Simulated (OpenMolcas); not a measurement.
An atom or ion with 77 electrons was computed by MS-CASPT2, IPEA 0.25 Eh, imaginary shift 0.1 Eh with spin-orbit coupling (OpenMolcas, ANO-RCC-VTZP, DKH2). The lowest levels that the run gave, each within 12 % of the measured value where one is at hand:

```csv
J,Parity,E (cm-1),g
5/2,even,0.0,1.201
3/2,even,13300,0.800
9/2,even,27360,1.326
7/2,even,32440,1.192
5/2,even,36610,1.311
3/2,even,37900,0.791
5/2,even,41940,1.112
7/2,even,43280,1.171
1/2,even,47680,2.551
3/2,even,47810,1.250
5/2,even,49800,1.179
3/2,even,52140,1.316
```

Which ion is it, and what are the configurations and terms?

Au2+ (Z = 79, charge +2; active space 9 electrons in 6 orbitals (5d 6s)). J, parity and g give the terms where levels are pure, and mixed ones are named by the computed weights; the size of the splittings, set against known spectra of the 77-electron sequence, gives the charge. In order, with the measured energies in cm-1 (Iglesias, J. Res. Natl. Bur. Stand. 64A, 481 (1960)): 5d9 2D 5/2, 5d9 2D 3/2 (12694), 5d8 6s 4F 9/2 (29754), 5d8 6s 4F 7/2 [63 %] (35077), 5d8 6s 4P 5/2 [38 %], 5d8 6s 2D 3/2 [46 %], 5d8 6s 4F 5/2 [67 %] (44426), 5d8 6s 2F 7/2 [61 %] (45740), 5d8 6s 4P 1/2 (49439), 5d8 6s 4P 3/2 [55 %] (49969), 5d8 6s 2F 5/2 [47 %], 5d8 6s 2P 3/2 [43 %].

CASPT2 does not keep the components of a term degenerate, so their means are used; among the terms shown or strongly mixed into the levels shown the widest spread is 860 cm-1 (5d8 6s 2F). Terms from blocks run as CI alone lack orbitals of their own. A single d shell beside an s shell can misplace configurations of different d count against each other. Measured partners are found by configuration, term and J. A level has none where our copy of the source lacks it or the pairing is in doubt (some pairs that miss far off the trend of their configuration count as doubtful), and it then counts in no deviation. Levels of configurations outside the active space are missing.

A share in square brackets marks a mixed level and gives the weight of the term that names it.
